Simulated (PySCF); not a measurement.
# `C=C[C@]1(F)[C@@H]2CC[C@@H]21`, C7H9F

Geometry (Å), atoms numbered from 1 in this order:
```xyz
17

C     2.534    1.126   -0.156
C     1.281    0.758    0.058
C     0.575   -0.245   -0.752
F     1.360   -0.744   -1.769
C    -0.881   -0.204   -1.150
C    -1.742    0.368   -0.033
C    -1.226   -0.742    0.910
C    -0.379   -1.292   -0.229
H     3.119    0.702   -0.955
H     3.018    1.862    0.462
H     0.707    1.192    0.862
H    -1.157   -0.256   -2.190
H    -2.805    0.278   -0.244
H    -1.526    1.397    0.254
H    -2.009   -1.432    1.213
H    -0.679   -0.419    1.795
H    -0.199   -2.335   -0.428
```

Method used: GIAO HF/pcSseg-1 magnetisability, rotational g tensor and spin-rotation constants, non-relativistic, gas phase in PySCF 2.14.0. Geometry: GFN2-xTB.

Task: How diamagnetic is it, and how anisotropic?

Result: Isotropic -1268 × 10⁻³⁰ J/T², or -76.3 × 10⁻⁶ cm³/mol; principal values -1390, -1367, -1047 × 10⁻³⁰ J/T², anisotropy 332 × 10⁻³⁰ J/T² (root of half the summed squared differences of the principal values). The susceptibility is in cgs units.

Task: Split it along the inertial axes a, b, c into diamagnetic and paramagnetic parts about the centre of mass, with the quadrupole moment.

Result: 
```csv
axis,χ (10⁻⁶ cm³/mol),diamagnetic (10⁻⁶ cm³/mol),paramagnetic (10⁻⁶ cm³/mol),summed x² of all electrons (Å²),quadrupole Θ (D Å)
a,-68.9,-425.6,356.7,155.6,+2.65
b,-77.8,-806.5,728.7,65.8,-0.48
c,-82.3,-939.1,856.8,34.5,-2.17
```
Anisotropies 2χaa − χbb − χcc = +22.3 and 2χbb − χaa − χcc = -4.4 × 10⁻⁶ cm³/mol. Θ is traceless in Buckingham's convention.

Task: And the rotational g tensor?

Result: 
```csv
axis,rotational constant (GHz),g,nuclear part,electronic part
a,3.7346,-0.0309,0.5949,-0.6259
b,1.7290,-0.0056,0.5863,-0.5919
c,1.4398,-0.0009,0.5786,-0.5796
```
Asymmetric top; isotopes 12C, 19F, 1H; no vibrational averaging.
